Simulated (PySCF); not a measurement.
# One molecule, several mistakes: Cl2GeH4Si

These are calculations, not measurements. They come from PySCF 2.14.0, an open-source quantum chemistry program, on an isolated molecule that a program drew, which may never have been made. The molecule is Cl2GeH4Si (charge 0, singlet), drawn as the SMILES string `[SiH3][GeH]([Cl])[Cl]`.

Each row is a Hartree-Fock (HF) and frozen-core CCSD(T) single point in the cc-pV(D+d)Z basis, meant for a local HF minimum. Run 1 is clean. Each other run has one planted mistake out of seven kinds, and not every kind appears here: one electron removed, one electron added, multiplicity raised by two, geometry at a saddle point, minimal basis STO-3G, one bond length entered in bohr, all coordinates scaled. The reference is restricted for singlets and unrestricted otherwise, and also for a bond in bohr. Adding or removing an electron swaps singlet and doublet. Electrons count all cores. HOMO and LUMO are orbital energies over both spins, the gradient is its largest component, and the lowest frequency (negative if imaginary) is given only where the gradient is small. Bond lengths are over the 7 bonds as drawn. T1 is the CCSD diagnostic: over 0.02 (restricted) or 0.045 (unrestricted) a single reference is doubtful. Germanium has the cc-pVDZ-PP basis, with a core potential (ECP10MDF) in place of its 10 inner electrons, and its 3s, 3p and 3d shells are frozen in CCSD(T).

Geometry of the clean run:
```xyz
8
Cl2GeH4Si, angstrom
Si   -0.6469    0.2989    1.1921
Ge    0.2217    1.2755   -0.8199
Cl    0.5741    3.3911   -0.4759
Cl    2.1486    0.3736   -1.2590
H    -1.9362    0.9500    1.5040
H    -0.8422   -1.1468    0.9579
H     0.3376    0.5332    2.2654
H    -0.5842    1.1889   -2.1070
```

| run | electrons | basis functions | <S^2> | HOMO (eV) | LUMO (eV) | gradient (hartree/bohr) | lowest frequency (cm^-1) | mean bond (Å) | longest bond (Å) | T1 | HF (hartree) | CCSD(T) (hartree) | mistake |
|---|---|---|---|---|---|---|---|---|---|---|---|---|---|
| 1 | 84 | 112 | 0.000 | -11.09 | 2.52 | 2.3e-05 | 96 | 1.8136 | 2.399 | 0.0108 | -1503.74296 | -1504.28259 | no fault |
| 2 | 84 | 112 | 0.834 | -9.85 | 0.39 | 9.2e-03 | - | 2.0014 | 2.792 | 0.0394 | -1503.63195 | -1504.16102 | one bond length entered in bohr |
| 3 | 83 | 112 | 0.774 | -16.88 | -9.32 | 7.1e-02 | - | 1.8136 | 2.399 | 0.0310 | -1503.36687 | -1503.90688 | one electron removed |
| 4 | 84 | 112 | 0.000 | -11.02 | 3.19 | 5.1e-02 | - | 1.7175 | 2.272 | 0.0101 | -1503.71823 | -1504.25561 | all coordinates scaled |
| 5 | 85 | 112 | 0.764 | 1.12 | 7.65 | 7.4e-02 | - | 1.8136 | 2.399 | 0.0186 | -1503.67492 | -1504.23228 | ? |

**Which mistake was planted in run 5, and what did it cost?**

It counts 85 electrons, one more than the clean run, at the same geometry and basis. So the mistake is: one electron added. Subtracting run 1 and multiplying by 627.51 kcal/mol a hartree, the energy moved by 42.7 kcal/mol in HF and 31.6 kcal/mol in CCSD(T).

Cautions from the logs. Run 5: the HOMO is above zero, so the electron isn't bound and the energy depends on the basis.
